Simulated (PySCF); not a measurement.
## Electron correlation in Ti (titanium, neutral)

[Ar] 3d3 4s1, high-spin 5F determinant (an excited configuration). All numbers are calculated (PySCF 2.14, scalar relativity by spin-free X2C-1e, in x2c-TZVPPall with one added diffuse shell each of s, p, d, f type (7s6p5d3f1g, 80 functions)). Frozen: [Ar]; 4 electrons correlated.

| level | correlation energy (mhartree) |
| --- | --- |
| CCSD | -40.00 |
| (T) | -1.04 |
| CCSD(T) | -41.04 |

Diagnostics: T1 = 0.022, D1 = 0.0315, largest double amplitude 0.032.

Cost of the coupled-cluster step: about 8 core-seconds, for 4 correlated electrons.

Iterations:

```
CC2 = 0
CCSD nocc = (np.int64(4), np.int64(0)), nmo = (71, 71)
frozen orbitals [[0, 1, 2, 3, 4, 5, 6, 7, 8], [0, 1, 2, 3, 4, 5, 6, 7, 8]]
max_cycle = 100
direct = 0
conv_tol = 1e-08
conv_tol_normt = 1e-06
diis_space = 8
diis_start_cycle = 0
Init t2, MP2 energy = -0.0315444377097141
Init E_corr(UCCSD) = -0.0315444377121749
cycle = 1  E_corr(UCCSD) = -0.0372825156146802  dE = -0.0057380779  norm(t1,t2) = 0.038493
cycle = 2  E_corr(UCCSD) = -0.0388125957241498  dE = -0.00153008011  norm(t1,t2) = 0.019271
cycle = 3  E_corr(UCCSD) = -0.0400355324920357  dE = -0.00122293677  norm(t1,t2) = 0.0112571
cycle = 4  E_corr(UCCSD) = -0.0399498354226774  dE = 8.56970694e-05  norm(t1,t2) = 0.00265864
cycle = 5  E_corr(UCCSD) = -0.0399725689762315  dE = -2.27335536e-05  norm(t1,t2) = 0.00130024
cycle = 6  E_corr(UCCSD) = -0.0400062360045568  dE = -3.36670283e-05  norm(t1,t2) = 0.000666417
cycle = 7  E_corr(UCCSD) = -0.0400035735797642  dE = 2.66242479e-06  norm(t1,t2) = 0.000221469
cycle = 8  E_corr(UCCSD) = -0.0400039149210337  dE = -3.41341269e-07  norm(t1,t2) = 8.43459e-05
cycle = 9  E_corr(UCCSD) = -0.0400047171847074  dE = -8.02263674e-07  norm(t1,t2) = 3.2248e-05
cycle = 10  E_corr(UCCSD) = -0.0400044780505997  dE = 2.39134108e-07  norm(t1,t2) = 1.14872e-05
cycle = 11  E_corr(UCCSD) = -0.0400043398027929  dE = 1.38247807e-07  norm(t1,t2) = 6.14893e-06
cycle = 12  E_corr(UCCSD) = -0.040004334551099  dE = 5.25169391e-09  norm(t1,t2) = 2.77881e-06
cycle = 13  E_corr(UCCSD) = -0.0400043803754099  dE = -4.5824311e-08  norm(t1,t2) = 8.37332e-07
cycle = 14  E_corr(UCCSD) = -0.0400043886528406  dE = -8.27743062e-09  norm(t1,t2) = 2.2298e-07
UCCSD converged
E(UCCSD) = -852.7525209195256  E_corr = -0.04000438865284056
UCCSD(T) correction = -0.00104193464930953
```
